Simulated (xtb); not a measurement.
Input for xtb: GFN2-xTB on CH3FGeO (SMILES C[O][Ge][F]), a point of a torsion scan.

```
$ xtb mol.xyz --gfn 2 --opt vtight --chrg 0 --uhf 0 --input xcontrol
7

C     -0.79165400    -0.01490685     0.15539750
O      0.07221209     1.05639994     0.28084549
Ge     1.74958617     0.69998568    -0.14339165
F      2.37576012     1.65831463    -1.44745248
H     -0.73355417    -0.51750835    -0.83934264
H     -1.82477476     0.41699689     0.20017875
H     -0.73278907    -0.73157244     0.98999621
$constrain
  force constant=1.0
  dihedral: 1,2,3,4,120.0
$end
```

Program output:

```
[...]
           -------------------------------------------------
          |                Calculation Setup                |
           -------------------------------------------------



           -------------------------------------------------
          |                 G F N 2 - x T B                 |
           -------------------------------------------------

        Reference                      10.1021/acs.jctc.8b01176
      * Hamiltonian:
        H0-scaling (s, p, d)           1.850000    2.230000    2.230000
        zeta-weighting                 0.500000
      * Dispersion:
        s8                             2.700000
        a1                             0.520000
        a2                             5.000000
        s9                             5.000000
      * Repulsion:
        kExp                           1.500000    1.000000
        rExp                           1.000000
      * Coulomb:
        alpha                          2.000000
        third order                    shell-resolved
        anisotropic                    true
        a3                             3.000000
        a5                             4.000000
        cn-shift                       1.200000
        cn-exp                         4.000000
        max-rad                        5.000000


          ...................................................
          :                      SETUP                      :
          :.................................................:
          :  # basis functions                  25          :
          :  # atomic orbitals                  24          :
          :  # shells                           12          :
          :  # electrons                        24          :
          :  max. iterations                   250          :
          :  Hamiltonian                  GFN2-xTB          :
          :  restarted?                      false          :
          :  GBSA solvation                  false          :
          :  PC potential                    false          :
          :  electronic temp.          300.0000000     K    :
          :  accuracy                    1.0000000          :
          :  -> integral cutoff          0.2500000E+02      :
          :  -> integral neglect         0.1000000E-07      :
          :  -> SCF convergence          0.1000000E-05 Eh   :
          :  -> wf. convergence          0.1000000E-03 e    :
          :  Broyden damping             0.4000000          :
          :  net charge                          0          :
          :  unpaired electrons                  0          :
          ...................................................

 iter      E             dE          RMSdq      gap      omega  full diag
   1    -14.2278702 -0.142279E+02  0.141E+01    1.91       0.0  T
   2    -14.4314087 -0.203539E+00  0.948E+00    5.10       1.0  T
   3    -14.5399460 -0.108537E+00  0.446E+00    4.04       1.0  T
   4    -14.5031112  0.368348E-01  0.477E+00    3.24       1.0  T
   5    -14.5419382 -0.388270E-01  0.570E-01    4.18       1.0  T
   6    -14.5426373 -0.699076E-03  0.249E-01    4.10       1.0  T
   7    -14.5427327 -0.953499E-04  0.578E-02    4.05       1.0  T
   8    -14.5427261  0.653418E-05  0.428E-02    4.07       1.0  T
   9    -14.5427331 -0.701974E-05  0.459E-03    4.06       8.2  T
  10    -14.5427332 -0.224467E-07  0.123E-03    4.06      30.7  T
  11    -14.5427332 -0.204538E-08  0.425E-04    4.06      89.0  T
  12    -14.5427332 -0.171029E-09  0.869E-05    4.06     435.0  T

   *** convergence criteria satisfied after 12 iterations ***

         #    Occupation            Energy/Eh            Energy/eV
      -------------------------------------------------------------
         1        2.0000           -0.7983686             -21.7247
       ...           ...                  ...                  ...
         6        2.0000           -0.5363760             -14.5955
         7        2.0000           -0.5316818             -14.4678
         8        2.0000           -0.4950575             -13.4712
         9        2.0000           -0.4937628             -13.4360
        10        2.0000           -0.4746172             -12.9150
        11        2.0000           -0.4348831             -11.8338
        12        2.0000           -0.4104936             -11.1701 (HOMO)
        13                         -0.2613444              -7.1115 (LUMO)
        14                         -0.1553920              -4.2284
        15                         -0.1038614              -2.8262
        16                         -0.0360594              -0.9812
        17                          0.0337033               0.9171
       ...                                ...                  ...
        24                          0.7352224              20.0064
      -------------------------------------------------------------
                  HL-Gap            0.1491492 Eh            4.0586 eV
             Fermi-
[...]
        ...                  ...
        24                          0.7419406              20.1892
      -------------------------------------------------------------
                  HL-Gap            0.1761639 Eh            4.7937 eV
             Fermi-level           -0.3345921 Eh           -9.1047 eV

 SCC (total)                   0 d,  0 h,  0 min,  0.002 sec
 SCC setup                      ...        0 min,  0.000 sec (  1.886%)
 Dispersion                     ...        0 min,  0.000 sec (  0.545%)
 classical contributions        ...        0 min,  0.000 sec (  0.230%)
 integral evaluation            ...        0 min,  0.000 sec ( 22.817%)
 iterations                     ...        0 min,  0.001 sec ( 31.297%)
 molecular gradient             ...        0 min,  0.001 sec ( 40.489%)
 printout                       ...        0 min,  0.000 sec (  2.484%)

         :::::::::::::::::::::::::::::::::::::::::::::::::::::
         ::                     SUMMARY                     ::
         :::::::::::::::::::::::::::::::::::::::::::::::::::::
         :: total energy             -14.510247829644 Eh    ::
         :: gradient norm              0.006575751140 Eh/a0 ::
         :: HOMO-LUMO gap              4.793663443242 eV    ::
         ::.................................................::
         :: SCC energy               -14.575015773066 Eh    ::
         :: -> isotropic ES            0.013052373411 Eh    ::
         :: -> anisotropic ES          0.003284419129 Eh    ::
         :: -> anisotropic XC          0.001337653576 Eh    ::
         :: -> dispersion             -0.003011362004 Eh    ::
         :: repulsion energy           0.064767434853 Eh    ::
         :: add. restraining           0.000000508569 Eh    ::
         :: total charge              -0.000000000000 e     ::
         :::::::::::::::::::::::::::::::::::::::::::::::::::::

           -------------------------------------------------
          |                Property Printout                |
           -------------------------------------------------

    * Orbital Energies and Occupations

         #    Occupation            Energy/Eh            Energy/eV
      -------------------------------------------------------------
         1        2.0000           -0.7602146             -20.6865
         2        2.0000           -0.7014435             -19.0872
         3        2.0000           -0.6615769             -18.0024
         4        2.0000           -0.5916393             -16.0993
         5        2.0000           -0.5376838             -14.6311
         6        2.0000           -0.5362560             -14.5923
         7        2.0000           -0.5175701             -14.0838
         8        2.0000           -0.4607854             -12.5386
         9        2.0000           -0.4595110             -12.5039
        10        2.0000           -0.4494976             -12.2315
        11        2.0000           -0.4385499             -11.9335
        12        2.0000           -0.4226740             -11.5015 (HOMO)
        13                         -0.2465101              -6.7079 (LUMO)
        14                         -0.1562941              -4.2530
        15                         -0.1461998              -3.9783
        16                         -0.0068402              -0.1861
        17                          0.0260732               0.7095
        18                          0.0665846               1.8119
        19                          0.1040672               2.8318
        20                          0.1421892               3.8692
        21                          0.2192930               5.9673
        22                          0.2281500               6.2083
        23                          0.3177433               8.6462
        24                          0.7419406              20.1892
      -------------------------------------------------------------
                  HL-Gap            0.1761639 Eh            4.7937 eV
             Fermi-level           -0.3345921 Eh           -9.1047 eV

     #   Z          covCN         q      C6AA      α(0)
     1   6 C        3.625     0.042    20.298     6.491
     2   8 O        1.632    -0.354    19.983     6.034
     3  32 Ge       1.488     0.485   249.177    33.164
     4   9 F        0.704    -0.334    12.732     4.213
     5   1 H        0.925     0.058     2.227     2.334
     6   1 H        0.924     0.053     2.288     2.365
     7   1 H        0.925     0.051     2.303     2.373

 Mol. C6AA /au·bohr⁶  :       1036.022493
 Mol. C8AA /au·bohr⁸  :      49452.925121
 Mol. α(0) /au        :         56.975864


Wiberg/Mayer (AO) data.
largest (>0.10) Wiberg bond orders for each atom

 ---------------------------------------------------------------------------
     #   Z sym  total        # sym  WBO       # sym  WBO       # sym  WBO
 ---------------------------------------------------------------------------
     1   6 C    3.938 --     5 H    0.981     7 H    0.978     6 H    0.978
                             2 O    0.947
     2   8 O    2.367 --     3 Ge   1.365     1 C    0.947
     3  32 Ge   2.576 --     2 O    1.365     4 F    1.130
     4   9 F    1.168 --     3 Ge   1.130
     5   1 H    0.997 --     1 C    0.981
     6   1 H    0.997 --     1 C    0.978
     7   1 H    0.997 --     1 C    0.978
 ---------------------------------------------------------------------------

Topologies differ in total number of bonds
Writing topology from bond orders to xtbtopo.mol

molecular dipole:
                 x           y           z       tot (Debye)
 q only:       -0.709       0.391       0.946
   full:       -0.782       0.509       1.129       3.721
molecular quadrupole (traceless):
                xx          xy          yy          xz          yz          zz
 q only:       -3.104       2.931       5.713       6.437       2.325      -2.610
  q+dip:       -4.582       2.365       6.833       7.712       3.099      -2.252
   full:       -4.376       2.622       7.161       8.666       1.585      -2.785

           -------------------------------------------------
          |                Geometry Summary                 |
           -------------------------------------------------

      molecular mass/u    :      122.6599164
   center of mass at/Å    :        1.3189730       1.2389196      -0.1939960
  moments of inertia/u·Å² :        0.4819338E+02   0.1740385E+03   0.2188866E+03
rotational constants/cm⁻¹ :        0.3497914E+00   0.9686149E-01   0.7701539E-01

 * 5 selected distances

     #   Z          #   Z                                           value/Å
     1   6 C        2   8 O                                       1.4107872
     2   8 O        3  32 Ge                                      1.7069348 (max)
     1   6 C        5   1 H                                       1.0899240 (min)
     1   6 C        6   1 H                                       1.0913165
     1   6 C        7   1 H                                       1.0899921

 * 3 distinct bonds (by element types)

   Z      Z             #   av. dist./Å        max./Å        min./Å
   1 H    6 C           3     1.0904109     1.0913165     1.0899240
   6 C    8 O           1     1.4107872     1.4107872     1.4107872
   8 O   32 Ge          1     1.7069348     1.7069348     1.7069348


optimized geometry written to: xtbopt.xyz


           -------------------------------------------------
          | TOTAL ENERGY              -14.510247829644 Eh   |
          | GRADIENT NORM               0.006575751140 Eh/α |
          | HOMO-LUMO GAP               4.793663443242 eV   |
           -------------------------------------------------

------------------------------------------------------------------------
------------------------------------------------------------------------
 total:
Note: The following floating-point exceptions are signalling: IEEE_UNDERFLOW_FLAG IEEE_DENORMAL
normal termination of xtb
 SCF:
 ANC optimizer:
```

Convergence was not reached.

Warnings raised: the energy holds the restraint's term.

Cost: very roughly 0.5 core-seconds.
